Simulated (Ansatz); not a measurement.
Basis sets compared for Mg11MnS11Br2. The state is a sextet with charge 0. Geometry PBE-D4/def2-SVP. Ansatz on 2 threads of AMD EPYC 7R13 on a shared host and a share (18 GiB) of an NVIDIA H100 80GB HBM3; times are rough, and most runs start from earlier orbitals.

```xyz
25

S     0.663   -0.254   -2.878
S     1.048    4.073   -2.827
S     4.036   -1.723   -0.074
S     2.181   -2.045    3.328
S     1.484    1.679    0.873
S    -2.209    2.274   -3.388
S     0.451   -1.986    0.097
S    -2.159    0.735    0.259
S    -0.781    4.616    0.384
S    -2.213   -2.751    2.358
S    -3.226   -2.098   -2.137
Mg    2.198   -1.606   -1.592
Mg    1.323    3.696   -0.493
Mg    0.208    1.970   -3.590
Mg   -1.303    3.939   -1.889
Mg    2.369   -0.541    1.450
Mg    3.067   -3.353    1.455
Mg    0.193   -3.117    2.372
Mg   -0.871    2.498    1.493
Mg   -1.974   -0.407    2.435
Mn    0.056    0.298   -0.596
Mg   -2.554    0.116   -2.320
Mg   -2.116   -2.256   -0.106
Br    1.476   -5.324    1.517
Br   -1.348    1.567    3.869
```

The 6-31G sets use Cartesian d functions. Single mean-field runs in def2-SVP, def2-mTZVP are fitted with def2-universal-jkfit.

Binding counts from free atoms (S triplet, Mg singlet, Mn sextet, Br doublet) in the same basis, without a counterpoise term.

```
                           level  functions  energy (Eh)  HOMO (eV)  LUMO (eV)  binding per atom (eV)  wall time
                       HF/STO-3G        252  -12721.9498      -2.82       7.63                   3.83       20 s
                        HF/6-31G        373  -12863.3964      -8.58      -0.54                   2.03       21 s
r2SCAN-D4/def2-SVP (with forces)        491  -12878.5847      -5.00      -3.28                   3.48       31 s
```

(1) Estimate the rows for r2SCAN-D4/def2-mTZVP.

Results:

(1) 
| level | functions | energy (Eh) | HOMO (eV) | LUMO (eV) | binding per atom (eV) | wall time |
| --- | --- | --- | --- | --- | --- | --- |
| r2SCAN-D4/def2-mTZVP | 501 | -12881.3363 | -5.03 | -3.37 | 3.22 | 25 s |
